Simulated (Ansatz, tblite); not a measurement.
Removing an electron: the cluster Si₇⁻ (the lowest doublet isomer of a short search). Total charge -1; doublet. Geometry: PBE-D4/def2-SVPD. Ansatz, gas phase; energy differences of separate SCF runs; the oxidised species is a singlet (the triplet lies 0.43 eV higher at PBE0-D4/def2-TZVPD).

Cartesian coordinates in Å:
```
Si 0.0037 0.5670 -0.9964
Si 1.4524 2.3529 -1.0032
Si -0.6398 -1.6753 -0.1902
Si 0.1637 -0.1036 1.5258
Si 0.2603 2.1373 1.0170
Si -0.9057 -1.0243 -2.3765
Si -0.3346 -2.2539 2.0234
```

The xTB rows come from tblite. The structure comes from a short search, and lower isomers may exist.

Problem. Estimate orbital energies and vertical ionisation energies at: GFN2-xTB; PBE-D4/def2-TZVPD; r2SCAN-D4/def2-TZVPD; PBE0-D4/def2-TZVPD.

Solution. 
```csv
level,−HOMO (eV),vertical IE (eV),−LUMO (eV),HOMO–LUMO gap (eV),remarks
GFN2-xTB,–,2.99,–,–,–
PBE-D4/def2-TZVPD,0.62,2.55,0.13,0.48,restricted SCF unstable in HF (singlet)
r2SCAN-D4/def2-TZVPD,0.83,2.68,0.04,0.79,restricted SCF unstable in HF (singlet)
PBE0-D4/def2-TZVPD,1.35,2.68,-0.44,1.79,restricted SCF unstable in HF (singlet)
```

Run but left out: HF/def2-SVPD, MP2/def2-SVPD, CCSD/def2-SVPD, CCSD(T)/def2-SVPD (doublet: ⟨S²⟩ 1.42, where a pure state has 0.75).  HOMO and LUMO are the levels of the spin that leaves or enters (xTB has no such levels and no spin-polarisation term). Other spin states of the ions may lie lower, which would lower the ionisation energy or raise the affinity. Raw xTB energy differences between charge states are shifted by several eV; the methods need an empirical correction for them.
